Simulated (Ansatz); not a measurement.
```xyz
4

C     0.0000    0.0000   -0.5646
O     0.0000    0.0000    0.7271
H     0.0000   -1.0200   -1.2147
H     0.0000    1.0200   -1.2147
```

Basis set: def2-TZVP (spherical functions). Frozen core: 2 orbitals. Charge 0, multiplicity 1.

Computed with Ansatz (development build ahead of 0.2.0); each method stands on the lowest determinant of its kind that the runs found. Restricted open shells among the atoms or ions are ROHF, correlated in semicanonical orbitals with singles.

(1) Give the atomization energy at this shape (free ground-state atoms in the same class of orbitals less the molecule, no zero-point energy) of singlet CH2O by RHF-MP2, RHF.

Results:

(1)

```csv
method,atomization energy
RHF-MP2,356.85 kcal/mol
RHF,241.54 kcal/mol
```

Caution: the shape is not the minimum.
